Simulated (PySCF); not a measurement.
From one molecule to another.

First species: C₅H₉O₂P.
SMILES: `C#C[P@@](=O)(O)C(C)C`

Second species: C2H5ClOSi.
InChI=1S/C2H5ClOSi/c3-1-2-4-5/h1-2H,5H3/b2-1+

Levels: B3LYP/def2-SVPD for dipole moment, HOMO energy, LUMO energy, HOMO–LUMO gap, static isotropic polarisability and electronic spatial extent ⟨r²⟩ about the centre of nuclear charge; TDDFT B3LYP/def2-SVPD for lowest singlet excitation; TDA B3LYP/def2-SVPD for lowest triplet excitation (Tamm–Dancoff); GFN2-xTB for rotational constant A and rotational constant C. Geometries: GFN2-xTB. All species are isolated and taken at one optimised geometry, non-relativistic unless stated; the electronic structure was computed with PySCF and density fitting.

The conformers computed, where there is a choice (atom-mapped SMILES and torsion angles):
- `[CH:1]#[C:2][P@@:3](=[O:4])([OH:5])[CH:6]([CH3:7])[CH3:8]`: C2–P3–C6–C7 -56°, H–O5–P3–C2 -112°
- `[SiH3:1][O:2]/[CH:3]=[CH:4]/[Cl:5]`: Si1–O2–C3–C4 180°

Q: Which of the two has the higher LUMO energy, and by how much?

A: The second: -0.47 eV against -0.66 eV, a difference of 0.19 eV.

Q: Which has the higher static isotropic polarisability?

A: The first: 87.1 au against 71.8 au, a difference of 15.3 au.

Q: Which has the higher HOMO–LUMO gap?

A: The first: 7.30 eV against 6.06 eV, a difference of 1.24 eV.

Q: Which has the higher rotational constant C?

A: The first: 1.185 GHz against 0.937 GHz, a difference of 0.248 GHz.

Q: Which has the higher dipole moment?

A: The first: 2.94 D against 2.13 D, a difference of 0.81 D.

Q: Which has the higher rotational constant A?

A: The second: 25.901 GHz against 2.305 GHz, a difference of 23.596 GHz.

Q: Which has the higher S1 energy?

A: The first: 6.06 eV against 5.16 eV, a difference of 0.90 eV.

Q: Which has the higher HOMO energy?

A: The second: -6.53 eV against -7.96 eV, a difference of 1.43 eV.

On the first: In wavenumbers S1 is 48900 cm⁻¹ (1 eV = 8065.54 cm⁻¹). The principal polarisabilities are 71.5, 83.2 and 106.7 au; their mean is the isotropic value.

On the second: The principal polarisabilities are 53.7, 61.2 and 100.5 au; their mean is the isotropic value. The polarisability is 10.64 Å³ as a volume (1 au = 0.148185 Å³), or 1.28 au for each of the 56 electrons.
